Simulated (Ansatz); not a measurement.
Reaction (isomerisation): `CC[Si]CC` → `C=CCC[SiH3]`

Computed with Ansatz on PBE0-D4/def2-TZVP structures; ΔE is electronic, products minus reactants. CCSD(T)/CBS is the MP2 limit (def2-TZVPP, def2-QZVPP) plus CCSD(T) − MP2 in def2-TZVPP, frozen cores. Functionals use def2-TZVPP. B3LYP here is the variant with VWN-RPA as its local correlation; programs differ in this. One conformer a species, not always the lowest.

`CC[Si]CC`:

```xyz
15

C    -1.563   -0.329   -1.090
C    -1.422   -0.387    0.439
Si    0.031   -1.569    0.783
C     1.518   -0.454    0.362
C     1.454    1.062    0.487
H    -1.622   -1.329   -1.535
H    -2.472    0.201   -1.387
H    -0.717    0.183   -1.556
H    -2.341   -0.787    0.875
H    -1.274    0.620    0.842
H     2.386   -0.857    0.897
H     1.711   -0.745   -0.688
H     1.262    1.368    1.519
H     2.391    1.535    0.180
H     0.659    1.487   -0.128
```

`C=CCC[SiH3]`:

Cartesian coordinates in Å:
```
C 2.110 -0.562 0.597
C 1.080 -0.940 -0.147
C 0.344 -0.060 -1.103
C -1.141 0.082 -0.751
Si -1.470 0.829 0.945
H 2.597 -1.245 1.283
H 2.503 0.448 0.545
H 0.712 -1.962 -0.059
H 0.819 0.926 -1.123
H 0.434 -0.474 -2.115
H -1.637 -0.894 -0.798
H -1.639 0.710 -1.498
H -0.640 2.051 1.134
H -1.167 -0.123 2.045
H -2.905 1.214 1.047
```

Is it downhill or uphill in electronic energy at CCSD(T)/CBS, and by how much? (Estimate.)

Computed: Downhill: ΔE = -0.71 eV.

What do these levels give: r2SCAN-D4, PBE0-D4, B2PLYP, PBE, PBE0, B3LYP, SCS-MP2/def2-TZVPP, CCSD/def2-TZVPP, CCSD(T)/def2-TZVPP, HF/def2-QZVPP, MP2/def2-QZVPP, CCSD/CBS(def2)? (Best estimate.)

Ansatz gave: r2SCAN-D4 -0.76, PBE0-D4 -0.63, B2PLYP -0.75, PBE -0.61, PBE0 -0.64, B3LYP -0.74, SCS-MP2/def2-TZVPP -0.80, CCSD/def2-TZVPP -0.70, CCSD(T)/def2-TZVPP -0.70, HF/def2-QZVPP -0.96, MP2/def2-QZVPP -0.74, CCSD/CBS(def2) -0.70 eV.

Largest T1 diagnostic among the species: 0.011.

In def2-TZVPP, CCSD(T) changes the Hartree–Fock value by +0.26 eV (the triples alone add −0.00 eV) and MP2 by +0.22 eV.
